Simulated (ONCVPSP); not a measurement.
Pt: one change to an ONCV potential, before and after

- Element: platinum (Pt)
- Generator: ONCVPSP 4.0.1
- Type: optimised norm-conserving Vanderbilt (ONCV)
- Functional: LDA (Perdew-Zunger)
- Relativity: scalar-relativistic
- Frozen core: [Kr] 4d10
- Valence charge: 32
- Reference configuration: 4f14 5s2 5p6 5d9 6s1
- Partial waves: 5s+6s: rc 1.45 bohr, ncon 3, nbas 7, qcut 9.1 1/bohr, 3 projectors, debl 3.8 Ha; 5p: rc 1.50 bohr, ncon 5, nbas 9, qcut 10.2 1/bohr, 2 projectors, debl 2 Ha; 5d: rc 1.55 bohr, ncon 4, nbas 8, qcut 5.2 1/bohr, 2 projectors, debl 2.6 Ha; 4f: rc 0.85 bohr, ncon 3, nbas 8, qcut 19.5 1/bohr, 2 projectors, debl 3.4 Ha
- Local potential: polynomial inside 0.75 bohr (lpopt 4, dvloc0 6 Ha)
- Core correction: none

In the p channel the program set the typed energies aside and used -2.069, 0.250 Ha.

Change: p: qcut 6.3.

Cutoffs: the cutoffs (Ha) at which the residual kinetic energy of the hardest occupied pseudo-wave falls to 1 and 0.1 mHa per electron; they do not see the model core or the augmentation charge, which bear on the density cutoff. Errors are all-electron minus pseudo energies relative to the spin-unpolarised reference configuration.

Problem. Predict the effect on cutoff, ghosts and configuration errors.

Solution. The potential gets neither clearly harder nor softer (169 Ha and 183 Ha → 169 Ha and 183 Ha); the f channel sets the loose cutoff, while the largest relative change is in p, which becomes harder; the errors of the 4 common tests hardly move; neither file shows a bound ghost.

```csv
quantity,base,changed
"cutoff, loose",169 Ha,169 Ha
"cutoff, tight",183 Ha,183 Ha
loose cutoff by channel,"s 29 Ha, p 38 Ha, d 47 Ha, f 169 Ha","s 29 Ha, p 56 Ha, d 47 Ha, f 169 Ha"
bound ghosts,none,none
GHOST(+) flags under 300 eV,s at 192.0 eV,"s at 192.0 eV, p at 288.4 eV"
"error for 4f14 5s2 5p6 5d9 6s0, meV [ΔE 9.54 eV]",-3.8,-3.8
"error for 4f14 5s2 5p6 5d8 6s0, meV [ΔE 29.80 eV]",-6.4,-6.3
"error for 4f14 5s2 5p6 5d7 6s0, meV [ΔE 62.32 eV]",-12,-12
"error for 4f14 5s2 5p6 5d8 6s1, meV [ΔE 11.42 eV]",-0.4,-0.5
s: phases at 1.48 bohr within 0.05 rad from the reference energy up to (Ha; the scan ends near 5),to the end of the scan,to the end of the scan
p: phases at 1.52 bohr within 0.05 rad from the reference energy up to (Ha; the scan ends near 5),to the end of the scan,to the end of the scan
d: phases at 1.58 bohr within 0.05 rad from the reference energy up to (Ha; the scan ends near 5),to the end of the scan,to the end of the scan
f: phases at 0.86 bohr within 0.05 rad from the reference energy up to (Ha; the scan ends near 5),to the end of the scan,to the end of the scan
```
